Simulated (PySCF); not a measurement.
Compound: NbS(SMe)3, C3H9NbS4 (singlet state).
Bonds: Nb1–S2, Nb1–S3, Nb1–S8, Nb1–S13, S3–C4, S8–C9, S13–C14. Hydrogens: H5, H6, H7 on C4; H10, H11, H12 on C9; H15, H16, H17 on C14.

Method: PySCF, PBE0-D3(BJ)/def2-SVP geometry optimisation, gas phase, def2 core potentials past Kr; density fitting, grid level 1; the optimiser is geomeTRIC in internal coordinates, started from a GFN2-xTB structure with every atom displaced at random (about 0.03 Å).

At the end of the run (lengths in Å): Nb1–S8 2.339, C4–H6 1.098, Nb1–S13 2.339, Nb1–S3 2.342, S3–C4 1.826, C14–H16 1.098, S8–C9 1.824, S3–Nb1–S13 108.5°, S2–Nb1–S8 109.3°, Nb1–S3–C4 106.8°, Nb1–S13–C14 106.2°, S2–Nb1–S3–C4 32°, S2–Nb1–S8–C9 28°, S2–Nb1–S13–C14 38°, H5–C4–S3–Nb1 -60°, H15–C14–S13–Nb1 -61°.

**Question.** These geometries were met on the way; a selection of coordinates is given. Order them by energy above the end point, lowest first.
A. Nb1–S8 2.479, C4–H6 0.984, Nb1–S13 2.442, Nb1–S3 2.263, S3–C4 1.895, C14–H16 1.031, S8–C9 1.874, S3–Nb1–S13 113.8°, S2–Nb1–S8 105.6°, Nb1–S3–C4 108.6°, Nb1–S13–C14 106.7°, S2–Nb1–S3–C4 19°, S2–Nb1–S8–C9 16°, S2–Nb1–S13–C14 12°, H5–C4–S3–Nb1 -52°, H15–C14–S13–Nb1 -56°
B. Nb1–S8 2.358, C4–H6 1.104, Nb1–S13 2.352, Nb1–S3 2.351, S3–C4 1.833, C14–H16 1.103, S8–C9 1.834, S3–Nb1–S13 110.7°, S2–Nb1–S8 108.7°, Nb1–S3–C4 109.5°, Nb1–S13–C14 108.3°, S2–Nb1–S3–C4 22°, S2–Nb1–S8–C9 22°, S2–Nb1–S13–C14 23°, H5–C4–S3–Nb1 -58°, H15–C14–S13–Nb1 -56°
C. Nb1–S8 2.322, C4–H6 1.093, Nb1–S13 2.330, Nb1–S3 2.337, S3–C4 1.853, C14–H16 1.098, S8–C9 1.847, S3–Nb1–S13 111.9°, S2–Nb1–S8 107.6°, Nb1–S3–C4 109.6°, Nb1–S13–C14 107.1°, S2–Nb1–S3–C4 20°, S2–Nb1–S8–C9 18°, S2–Nb1–S13–C14 18°, H5–C4–S3–Nb1 -56°, H15–C14–S13–Nb1 -56°
D. Nb1–S8 2.346, C4–H6 1.104, Nb1–S13 2.343, Nb1–S3 2.346, S3–C4 1.819, C14–H16 1.101, S8–C9 1.822, S3–Nb1–S13 109.5°, S2–Nb1–S8 109.5°, Nb1–S3–C4 109.2°, Nb1–S13–C14 108.7°, S2–Nb1–S3–C4 25°, S2–Nb1–S8–C9 28°, S2–Nb1–S13–C14 29°, H5–C4–S3–Nb1 -59°, H15–C14–S13–Nb1 -57°

**Answer.** D (0.008 eV), B (0.029 eV), C (0.096 eV), A (0.959 eV).

| step | E above end (eV) | rms distance from the end, all atoms (Å) | largest force (eV/Å) | rms shift of all bonds from the end (Å) |
| --- | --- | --- | --- | --- |
| 3 | 0.008 | 0.142 | 0.266 | 0.004 |
| 2 | 0.029 | 0.174 | 0.278 | 0.008 |
| 1 | 0.096 | 0.219 | 0.939 | 0.014 |
| 0 | 0.959 | 0.263 | 7.044 | 0.066 |

Rows stand in the order of the answer.
